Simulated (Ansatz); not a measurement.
SiH2Me(NHMe) (C2H9NSi). The state is a singlet with charge 0. Geometry PBE0-D4/def2-SVP.

```xyz
13

Si    0.823    0.223    0.064
H     1.675   -1.006   -0.021
H     1.450    1.239   -0.855
C     0.806    0.937    1.797
H     1.824    1.214    2.111
H     0.404    0.210    2.518
H     0.187    1.848    1.843
N    -0.794   -0.241   -0.359
C    -1.141   -1.018   -1.523
H    -1.541    0.366   -0.038
H    -1.274   -0.424   -2.448
H    -0.349   -1.757   -1.728
H    -2.071   -1.591   -1.361
```

Problem. Estimate the orbital energies around the gap (eV) in Ansatz with PBE-D4/def2-SVP, PBE-D4/def2-TZVP, PBE-D4/def2-TZVPD, r2SCAN-D4/def2-TZVP, CAM-B3LYP-D4/def2-TZVP.

Solution. 
| orbital | PBE-D4/def2-SVP | PBE-D4/def2-TZVP | PBE-D4/def2-TZVPD | r2SCAN-D4/def2-TZVP | CAM-B3LYP-D4/def2-TZVP |
| --- | --- | --- | --- | --- | --- |
| HOMO−5 | -9.74 | -9.82 | -9.84 | -10.21 | -12.85 |
| HOMO−4 | -9.37 | -9.46 | -9.48 | -9.83 | -12.43 |
| HOMO−3 | -8.25 | -8.35 | -8.38 | -8.68 | -11.25 |
| HOMO−2 | -7.63 | -7.71 | -7.74 | -8.06 | -10.56 |
| HOMO−1 | -7.55 | -7.60 | -7.63 | -7.91 | -10.35 |
| HOMO | -5.02 | -5.24 | -5.30 | -5.51 | -8.02 |
| LUMO | 0.60 | 0.03 | -0.34 | 0.55 | 1.72 |
| LUMO+1 | 0.93 | 0.29 | -0.23 | 0.93 | 1.85 |
| LUMO+2 | 1.56 | 1.11 | 0.30 | 1.78 | 2.79 |
| LUMO+3 | 2.02 | 1.35 | 0.63 | 2.11 | 3.05 |
| LUMO+4 | 2.28 | 1.77 | 0.91 | 2.40 | 3.49 |
| LUMO+5 | 2.68 | 1.96 | 1.22 | 2.52 | 3.70 |
